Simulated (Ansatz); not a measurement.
Reaction (redistribution): `OB(F)[SiH3]` + `C[O][Al]([F])[O]C` → `C[O][Al]([F])[O][SiH3]` + `CB(O)F`

Computed with Ansatz on PBE0-D4/def2-TZVP structures; ΔE is electronic, products minus reactants. CCSD(T)/CBS adds triple-zeta CCSD(T) − MP2 to the extrapolated MP2 energy (def2 sets, frozen cores). Functionals use def2-TZVPP. B3LYP here is the variant with VWN-RPA as its local correlation; programs differ in this. One conformer a species, not always the lowest.

Task: Is it downhill or uphill in electronic energy at CCSD(T)/CBS, and by how much? (Estimate.)

Result: Ansatz gave: Downhill: ΔE = -253.5 kJ/mol.

Task: What do these levels give: PBE-D4, PBE0-D4, B3LYP, HF/def2-QZVPP, MP2/CBS(def2), CCSD/CBS(def2)? (An estimate is asked.)

Result: Ansatz gave: PBE-D4 -224.1, PBE0-D4 -237.0, B3LYP -245.0, HF/def2-QZVPP -270.0, MP2/CBS(def2) -266.3, CCSD/CBS(def2) -257.1 kJ/mol.

Largest T1 diagnostic among the species: 0.014.

In def2-TZVPP, CCSD(T) changes the Hartree–Fock value by +17.4 kJ/mol (the triples alone add +3.6 kJ/mol) and MP2 by +4.6 kJ/mol. From PBE to PBE0 (25 % exact exchange), in def2-TZVPP and without D4, ΔE moves by −12.9 kJ/mol.
